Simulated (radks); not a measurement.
The mean radii <r> (bohr) of the occupied orbitals of an atom or ion are listed with their occupations. All-electron calculation, Dirac Kohn-Sham, BLYP, spin-unpolarised, spherical densities, finite nucleus; Fermi nuclear charge, rms radius of each element as measured or else 0.836 A^(1/3) + 0.57 fm. Program: a radial shooting solver on a logarithmic mesh with Libxc functionals.

orbital  occ.      <r>
1s1/2       2  0.03516
2s1/2       2   0.1534
2p1/2       2   0.1307
2p3/2       4   0.1353
3s1/2       2   0.4288
3p1/2       2   0.4235
3p3/2       4   0.4340
3d3/2       4   0.4133
3d5/2       6   0.4168
4s1/2       2    1.107
4p1/2       2    1.217
4p3/2       4    1.249
4d3/2       4    1.896
4d5/2       1    1.920

Name the element and its charge. Open shells, if any, fill j = l - 1/2 first.

Answer. Z = 42, molybdenum, charge +1: Mo+ in [Kr] 4d5. The 1s radius gives Z: for a bare nucleus <r> = (2 gamma + 1)/(2Z) with gamma = sqrt(1 - (Z/c)^2), 0.03457 bohr for Z = 42, and screening makes it slightly larger (0.03516 here). The occupations add up to 41, and the charge is Z minus that.
